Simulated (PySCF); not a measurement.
# Pd: excitation energy

Pd [Kr] 4d10 (1S) → Pd [Kr] 4d9 5p1 (high-spin determinant), as a difference of total energies. Calculation: PySCF 2.14, in x2c-TZVPPall with one added diffuse shell each of s, p, d, f type (9s7p7d3f1g, 95 functions); scalar relativity by spin-free X2C-1e. Correlated levels: valence: [Kr] frozen; valence and next inner shell: [Ar] 3d10 frozen. The calculations carry no spin-orbit coupling.

```
                                method  excitation energy (cm⁻¹)
                                   UHF                     23138
                                   LDA                     39229
                                   PBE                     36605
                                  PBE0                     34799
                                r2SCAN                     34592
                                  MN15                     35556
                                PBEsol                     37340
                                B2PLYP                     36451
                             BHandHLYP                     33157
                         MP2 (valence)                     39166
                     SCS-MP2 (valence)                     37948
    MP2 (valence and next inner shell)                     40484
SCS-MP2 (valence and next inner shell)                     38552
```

A first-order spin-orbit estimate (lowest level to lowest level, LS coupling) adds -0.158 eV.

The determinant of the upper state mixes LS terms, which raises its energy above the lowest term, most at the Hartree-Fock and MP2 levels.
